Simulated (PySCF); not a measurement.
Compound: GaCl2Et, C2H5Cl2Ga.
Geometry (PBE0-D3(BJ)/def2-SVP, Å), atoms numbered from 1 in this order:
```xyz
10
C2H5Cl2Ga angstrom
Ga     0.6644    1.3327    0.5497
Cl     2.7783    1.6195    0.7910
Cl    -0.4233    3.1504    0.2016
C     -0.2194   -0.4094    0.5759
C     -0.4263   -0.9863   -0.8236
H     -1.1838   -0.2661    1.0890
H      0.3889   -1.0823    1.2001
H     -0.9434   -1.9579   -0.7761
H     -1.0386   -0.3245   -1.4559
H      0.5279   -1.1528   -1.3471
```

The computed photoelectron lines, unassigned: C 1s: 290.90 (area 1), 291.29 (area 1) eV; Cl 1s: 2828.10 eV; Cl 2p3/2: 205.52 eV.

Method used: delta-SCF UKS SCAN, pcX-2 on the ionised atom, pcseg-1 elsewhere, spin-free X2C in PySCF 2.14.0. Geometry: PBE0-D3(BJ)/def2-SVP, one conformer, isolated molecule.

Problem. Order the carbon atoms by C 1s binding energy.

Solution. 290.90 eV: C4 (carbon bonded to C, Ga and 2 H); 291.29 eV: C5 (carbon bonded to C and 3 H). Lowest listed C 1s: C4, bonded to C, 2 H and Ga. Highest, 0.39 eV above it: C5, bonded to C and 3 H.

Bonded neighbours of each site: Cl2/Cl3: Ga; C4: C, 2 H and Ga; C5: C and 3 H.

Problem. Express the binding energy of C 1s of C4 in atomic units and per mole.

Solution. 290.90 eV = 10.6904 Eh = 28068 kJ/mol.

Topologically equivalent atoms share the value of their first member; where this conformer doesn't relate them by symmetry, their own values could differ. 2p3/2 and 2p1/2 are the ΔSCF energy of one spin-free 2p hole plus the eigenvalues of a spin–orbit and ligand-field matrix of the shell. 2p1/2 minus 2p3/2 (ligand field included): Cl 1.65 eV. No level of gallium is listed.

Hardware: one thread, Intel Xeon at 2.50 GHz (x86_64) (shared host). Cost: 58 s wall, 45 s CPU, 0.47 GiB resident at most.
